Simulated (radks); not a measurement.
Results of a calculation; reference values are marked as such.
Neutral promethium inside a hard spherical wall (all orbitals vanish at R), configuration held at [Xe] 4f5 6s2 and not refilled when levels cross. Code: a radial shooting solver on a logarithmic mesh with Libxc functionals. Model: scalar-relativistic Kohn-Sham, PBE, spin-polarised, spherical densities, point nucleus; open shells are filled with parallel spins first (spin-orbit coupling, left out, can overturn this in heavy ions). Eigenvalues in eV for spin up, with the zero of energy where the potential of the charges vanishes at infinity; a dash marks a level that is unbound or too diffuse for the functional's potential to be trusted. A positive occupied level is held by the wall or, in an anion where self-interaction has pushed it up, behind a barrier. The pressure on the wall is -dE/dV.

| R (bohr) | E (hartree) | kinetic (hartree) | e(5s) | e(5p) | e(6s) | e(4f) | e(5d, empty) | e(6p, empty) | pressure (GPa) |
|---|---|---|---|---|---|---|---|---|---|
| free | -10020.7146 | 10688.815 | -42.660 | -23.272 | -3.623 | -3.157 | -2.000 | -1.253 | 0 |
| 12 | -10020.7140 | 10688.821 | -42.608 | -23.221 | -3.585 | -3.106 | -1.953 | -1.133 | 0.00930 |
| 10 | -10020.7107 | 10688.847 | -42.434 | -23.049 | -3.446 | -2.935 | -1.800 | -0.836 | 0.0831 |
| 8 | -10020.6911 | 10688.961 | -41.832 | -22.458 | -2.878 | -2.339 | -1.257 | 0.186 | 0.762 |
| 7 | -10020.6576 | 10689.120 | -41.175 | -21.821 | -2.113 | -1.685 | -0.631 | 1.453 | 2.42 |
| 6 | -10020.5744 | 10689.462 | -40.085 | -20.776 | -0.500 | -0.578 | 0.501 | 3.983 | 8.35 |
| 5 | -10020.3514 | 10690.308 | -38.187 | -18.987 | 3.229 | 1.429 | 2.710 | 9.477 | 34.0 |
| 3 | -10016.5225 | 10704.429 | -23.286 | -3.608 | 48.758 | 19.175 | 24.248 | 66.087 | 1690 |
| 2.5 | -10011.1015 | 10722.753 | -9.018 | 12.832 | 98.604 | 35.270 | 46.729 | 122.40 | 6410 |
| 1.5 | -9939.1409 | 10936.115 | 146.58 | 191.40 | 546.23 | 146.42 | 260.69 | 594.64 | 225000 |
